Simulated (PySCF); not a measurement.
Ionisation energy of Xe³⁹⁺ by level of theory

Xe³⁹⁺ [Ne] 3s2 3p3 (4S) → Xe⁴⁰⁺ [Ne] 3s2 3p2 (3P), as a difference of total energies. Computed with PySCF 2.14 in an uncontracted even-tempered set (16 s from 7.3 bohr⁻², ratio 2.5; 10 p from 9.5 bohr⁻², ratio 2.5; 4 d from 38 bohr⁻², ratio 2.7; 4 f from 58 bohr⁻², ratio 2.7), with the non-relativistic Hamiltonian (point nucleus). Correlated levels: outer shells: 1s2 frozen; virtual orbitals above 40 to 60 times the deepest correlated orbital energy dropped. The calculations carry no spin-orbit coupling.

| method | ionisation energy (eV) |
| --- | --- |
| UHF | 2801.3 |
| MP2 (outer shells) | 2801.6 |
| SCS-MP2 (outer shells) | 2801.3 |
| CCSD (outer shells) | 2801.2 |
| CCSD(T) (outer shells) | 2801.2 |

Spin-orbit coupling is strong in these open shells (close to jj coupling). The scalar numbers leave it out and a first-order estimate fails, so it can dominate the gap to the real levels.

All relativistic terms are absent from these numbers, so their closeness to the reference says little about the methods.

For comparison: 2811 ± 4 eV (theoretical estimate listed by NIST; NIST Atomic Spectra Database, ionization energies).
